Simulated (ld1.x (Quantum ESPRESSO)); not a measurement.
## Before and after: TM potential for Li

```
Element                 : Li (Z = 3)
Generator               : ld1.x (Quantum ESPRESSO) 7.5
Type                    : norm-conserving Troullier–Martins (Kleinman–Bylander form)
Functional              : PBEsol
Relativity              : scalar-relativistic
Frozen core             : none
Valence charge          : 3
Reference configuration : 1s2 2s0 2p0 (charge +1)
Partial waves           : 1s (bound): rc 0.70 bohr; 2p (bound, empty): rc 4.20 bohr; 3d channel at -0.15 Ry: rc 4.30 bohr
Local potential         : the d channel
Core correction         : none
```

Change: wave 3d channel at -0.15 Ry: rc 4.30 bohr becomes 3d channel at -0.15 Ry: rc 4.86 bohr.

Cutoffs: the cutoffs (Ry, on a coarse ladder) from which the occupation-weighted sum of valence levels, in a spherical-Bessel basis at the reference potential, stays within 10 and 1 mRy of its value at 400 Ry; they do not see the model core or the augmentation charge, which bear on the density cutoff. Errors are all-electron minus pseudo energies relative to the spin-unpolarised reference configuration.

Task: Predict the effect on cutoff, ghosts and configuration errors.

Result: Of the 4 tests that both files solve, the error grows in 3 and shrinks in 0 by more than 15 % and 0.3 meV (median size 201.8 → 289.7 meV); neither file shows a bound ghost. More of the atom is replaced by a form fitted at one configuration, so other configurations suffer.

```tsv
quantity	base	changed
cutoff, loose	160 Ry	160 Ry
cutoff, tight	over 300 Ry	over 300 Ry
bound ghosts	none	none
error for 1s2 2s1 2p0, meV [ΔE -5.19 eV]	-240	-346
error for 1s2 2s0.5 2p0, meV [ΔE -3.17 eV]	-164	-234
error for 1s2 2s0 2p1, meV [ΔE -3.43 eV]	+14	+16
error for 1s1 2s1 2p0, meV [ΔE 62.59 eV]	-1413	-1899
```
